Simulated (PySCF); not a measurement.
SMILES F[Si](F)[Si](F)(F)F, doublet, PBE0/def2-SVP optimised geometry. Atoms within 1.6 Å of the plane z = 0.0 Å (x, y, z in Å): F1 (-1.78, 1.53, 0.00), Si2 (-1.29, -0.01, 0.00), F3 (-1.78, -0.66, 1.40), Si4 (1.07, -0.01, 0.00), F5 (1.78, 0.75, 1.22), F6 (1.58, -1.53, 0.01), F7 (1.57, 0.67, -1.36).

Computed with unrestricted PBE0/def2-TZVP (PySCF). Cells within 0.4 Å of a nucleus heavier than hydrogen are left out (blank, or x).

Map of the log10 of the electron density (e/bohr³), floored at −4 on the plane z = 0.0 Å:

```
|00000000000000000000000000000|
|00000000000000000000000000000|
|00000000100000000000000000000|
|00000122222100000000000000000|
|00012334443210000000000000000|
|00023455554431000000000000000|
|00134567776532111111111000000|
|00235689987643222223322100000|
|0124579xxx8654333334433210000|
|0124579xxx8754444445544321000|
|01245789x98655555555554432000|
|01235678887666666666665432100|
|01234567787766677777665432100|
|012345668xx877778xx9765432100|
|012345679xx977778xxx765432100|
|012345668xx877778xx9765432100|
|01234566777777677787765432100|
|00123456666666666788876542100|
|00123455565555556799997643100|
|0012234455544445689xx98643100|
|0001223344433334679xx97643100|
|00001122333222345789987542100|
|00000111121111234677776432000|
|00000000000000123455554321000|
|00000000000000012334433210000|
|00000000000000001122221100000|
|00000000000000000001000000000|
|00000000000000000000000000000|
|00000000000000000000000000000|
```
Scale: ten equal steps from -4.00 (start of '0') to -0.077 (end of '9'), in the order '0123456789'; x runs from -4.00 to 4.00, y from -4.00 (bottom) to 4.00 (top).
